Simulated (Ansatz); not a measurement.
CH8AlNSi2, SMILES `C=N[SiH2][AlH][SiH3]` at its PBE0-D4/def2-TZVP geometry, where that method's forces vanish. The species carries charge 0 and has multiplicity 1.

| atom | x (Å) | y (Å) | z (Å) |
| --- | --- | --- | --- |
| C1 | 1.862 | 1.483 | 0.834 |
| N2 | 0.789 | 1.002 | 1.280 |
| Si3 | 0.487 | -0.696 | 1.573 |
| Al4 | -1.212 | -1.386 | -0.071 |
| Si5 | -1.527 | 0.040 | -2.047 |
| H6 | 2.762 | 0.887 | 0.611 |
| H7 | 1.950 | 2.559 | 0.645 |
| H8 | 1.743 | -1.515 | 1.461 |
| H9 | 0.011 | -0.809 | 2.980 |
| H10 | -2.074 | -2.707 | 0.144 |
| H11 | -0.231 | 0.622 | -2.503 |
| H12 | -2.138 | -0.666 | -3.208 |
| H13 | -2.421 | 1.184 | -1.699 |

(1) For each bond, give half the difference of the two atoms' forces along it (eV/Å; positive pushes the atoms apart) under PBE-D4, r2SCAN-D4, B3LYP-D4, ωB97M-V in def2-TZVPP. (Best estimate.)

## Answers

(1) Computed: 
```csv
bond,length (Å),PBE-D4,r2SCAN-D4,B3LYP-D4,ωB97M-V
C1–N2,1.258,0.66,0.31,0.14,0.05
C1–H6,1.102,-0.02,-0.05,-0.05,-0.08
C1–H7,1.096,-0.03,-0.08,-0.12,-0.11
N2–Si3,1.750,-0.05,-0.08,0.06,0.17
Si3–Al4,2.462,-0.07,0.02,0.03,-0.01
Si3–H8,1.504,0.09,0.00,-0.06,-0.12
Si3–H9,1.489,0.08,-0.02,-0.11,-0.14
Al4–Si5,2.457,-0.08,0.00,0.08,0.06
Al4–H10,1.592,0.09,-0.03,-0.10,-0.11
Si5–H11,1.491,0.09,-0.01,-0.06,-0.09
Si5–H12,1.491,0.09,-0.02,-0.06,-0.10
Si5–H13,1.493,0.11,0.00,-0.06,-0.10
```

B3LYP here is the variant with VWN-RPA as its local correlation; programs differ in this.
